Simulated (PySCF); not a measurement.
**Orbital picture of SiSn⁺**

BP86 at R = 2.550 Å; basis Si x2c-SVPall, Sn x2c-SVPall; spin-free X2C with a Gaussian nucleus; PySCF 2.14. State: ⁴Σ⁻ (quartet), unpaired electrons σ ↑, π ↑↑. Only the outer orbitals are listed, counted within each symmetry.

```
spin  orbital  occ.  ε (eV)  on Si (%)   main shells (%)
   α      13σ     1  -19.18         49  46 Sn s, 44 Si s
   α      14σ     1  -16.02         50  47 Sn s, 47 Si s
   α      15σ     1  -11.62         54  48 Si p, 41 Sn p
   α       7π     1  -11.20         56  55 Si p, 42 Sn p
   α       7π     1  -11.20         56  55 Si p, 42 Sn p
   α       8π     0   -8.95         43  57 Sn p, 42 Si p
   α       8π     0   -8.95         43  57 Sn p, 42 Si p
   α      16σ     0   -6.00         41  55 Sn p, 39 Si p
   β      13σ     1  -17.93         41  55 Sn s, 36 Si s
   β      14σ     1  -14.80         55  54 Si s, 40 Sn s
   β      15σ     0  -10.28         52  45 Si p, 44 Sn p
   β       7π     0   -9.93         44  55 Sn p, 44 Si p
   β       7π     0   -9.93         44  55 Sn p, 44 Si p
```

**Question.** Which are the highest filled and the lowest empty level, where do they sit, and how wide is the gap?

**Answer.** Highest filled α 7π at -11.20 eV (in %: 55 Si p, 42 Sn p); lowest empty β 15σ at -10.28 eV (in %: 45 Si p, 44 Sn p); the gap at BP86 is 0.92 eV.

```
bond order (Mayer)                                                                                                 : 1.72
⟨S²⟩                                                                                                               : 3.750
charge on Si (Mulliken, basis-dependent)                                                                           : 0.40
charge on Si (Löwdin, basis-dependent)                                                                             : 0.44
dipole moment (positive dipole points towards Sn; it is taken about the centre of mass and depends on that origin) : -2.09 D
```

Spin–orbit coupling is left out. The state was picked by a PBE0 search and need not be the measured ground state.
